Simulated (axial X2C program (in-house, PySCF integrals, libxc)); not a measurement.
LiSe⁺: from the spin-free to the two-component result

Calculated with an in-house relativistic program for diatomic molecules. Spin-free means the one-electron spin-free X2C Hamiltonian; two-component (2c) means X2C with spin–orbit coupling and atomic mean-field two-electron Coulomb and Gaunt terms, so the difference of the two also holds small scalar two-electron terms. Basis: Se dyall-cv3z [8s9p6d4f1g], Li dyall-cv3z [7s8p2d] (cores contracted in-house); Gaussian nuclei, density fitting, unrestricted open shells. Masses: Se 79.917 u, Li 7.016 u.

Spin-free state: M_S = 1, Λ = 0 (beyond evenly filled blocks: π+α, π-α); fragments Se + Li+.

```csv
level,Re (Å),ωe (cm⁻¹),De (eV),μ (D)
PBE0,2.571,322.4,0.941,8.69
HF,2.603,315.1,0.861,9.05
MP2,2.612,307.4,0.848,n/a
CCSD,2.611,308.3,0.848,n/a
CCSD(T),2.614,307.2,0.851,n/a
BLYP,2.599,308.7,0.944,8.69
```

Correlated methods: 6 electrons correlated (number of frozen shells: Se 3 s, 2 p, 1 d; Li 1 s), 188 virtual spin orbitals or spinors in MP2, 58 natural virtuals in coupled cluster.

Dipoles are positive if Li is the positive end and refer to the centre of mass.

Two-component determinant lowest at the distance of the search:

Ω = 1 (⟨Sz⟩ = 0.98, ⟨Lz⟩ = 0.02 at HF); fragments Se + Li+.

| level | Re (Å) | ωe (cm⁻¹) | De (eV) | μ (D) |
| --- | --- | --- | --- | --- |
| PBE0 | 2.573 | 320.9 | 0.896 | 8.70 |
| HF | 2.606 | 312.3 | n/a | 9.07 |
| MP2 | 2.614 | 306.3 | 0.739 | n/a |
| CCSD | 2.613 | 306.3 | 0.750 | n/a |
| CCSD(T) | 2.616 | 305.1 | 0.748 | n/a |
| BLYP | 2.602 | 306.7 | 0.852 | 8.70 |

(1) From the two tables, how do the constants change at the CCSD(T) level (2c against spin-free)?

The state is one determinant whose occupation by symmetry is held fixed; it was picked as the lowest of a PBE0 search that is not exhaustive. De is counted from the lowest determinant-based energies of the atoms at the same level, without counterpoise correction. De is not given where an atomic determinant may have missed its ground term or J level, or where the truncated virtual space spoils (T). Density functionals use the spin component along the axis (collinear). Coupled cluster ran in a truncated set of natural virtual spinors; the MP2 energy of the rest was added. (T) has no such correction and the atoms are truncated less, which lowers De at CCSD(T) by a hundredth of an eV or more. The functionals have no current-density term, which raises determinants with orbital currents, atoms included. With several unpaired electrons one determinant need not be a pure state. Open-shell Ω = 0 determinants with evenly filled partner blocks cannot be reached by this program, so the Ω shown need not be the lowest component. This is the Ω = 1 component of a π² triplet; the 0⁺ component is not one determinant and can lie lowest.

## Answers

(1) At the CCSD(T) level Re increases by 0.002 Å and ωe goes down by 2.1 cm⁻¹; De changes by -0.103 eV.
